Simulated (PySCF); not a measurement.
A side-by-side comparison of computed properties.

First species: C6H13NSi2.
Cartesian coordinates in Å at the GFN2-xTB level; atoms count from 1:
```xyz
22
C6H13NSi2 angstrom
C     -2.826   -1.012    0.187
C     -1.701   -1.476    0.717
Si    -0.228   -0.311    0.855
N      1.130   -1.164    0.215
C      2.417   -0.616   -0.032
C      2.749    0.788    0.354
C      2.637    0.426   -1.098
Si    -1.349    1.356   -0.293
C     -3.005    0.386   -0.320
H     -3.703   -1.648    0.098
H     -1.666   -2.496    1.072
H      0.121   -0.029    2.261
H      0.939   -1.943   -0.399
H      3.208   -1.353    0.089
H      1.968    1.398    0.779
H      3.729    0.984    0.762
H      3.536    0.381   -1.693
H      1.769    0.782   -1.631
H     -1.564    2.653    0.365
H     -0.974    1.686   -1.679
H     -3.752    0.882    0.307
H     -3.446    0.345   -1.318
```

Second species: C₅H₁₂OSi₂.
Geometry (GFN2-xTB, Å), atoms numbered from 1 in this order:
```
atom  x, y, z in Å
Si1    2.4857    0.7063    0.7549
C2     0.5953    0.7397    0.9539
C3    -0.1204   -0.5870    0.6582
C4    -1.5908   -0.4016    0.9197
C5    -2.4722    0.0246    0.0273
O6    -2.2143    0.3151   -1.2700
Si7   -0.7842    0.0144   -2.0095
C8     0.1353   -1.0858   -0.7678
H9     2.8784    0.7455   -0.6563
H10    3.0203   -0.5091    1.3757
H11    3.0374    1.8827    1.4311
H12    0.1722    1.5178    0.3154
H13    0.3551    1.0279    1.9813
H14    0.2610   -1.3358    1.3648
H15   -1.9337   -0.5763    1.9278
H16   -3.5161    0.1739    0.2735
H17   -1.1456   -0.6857   -3.2369
H18   -0.1221    1.2962   -2.2535
H19    1.2069   -1.1473   -0.9473
H20   -0.2533   -2.1048   -0.8455
```

Levels: PBE0/pcSseg-1 for HOMO energy, LUMO energy and HOMO–LUMO gap. Geometries: GFN2-xTB. All species are isolated and taken at one optimised geometry, non-relativistic unless stated; the electronic structure was computed with PySCF and density fitting.

Values for the first species:

| Item | Value |
| --- | --- |
| HOMO energy | -6.20 eV |
| LUMO energy | -0.27 eV |
| HOMO–LUMO gap | 5.93 eV |

Task: Estimate the same properties for the second species, and the change in each.

Result: 
```csv
property,first,second,second less first
HOMO energy,-6.20 eV,-6.58 eV,-0.38 eV
LUMO energy,-0.27 eV,0.39 eV,+0.66 eV
HOMO–LUMO gap,5.93 eV,6.97 eV,+1.04 eV
```

One conformer stands for the species.
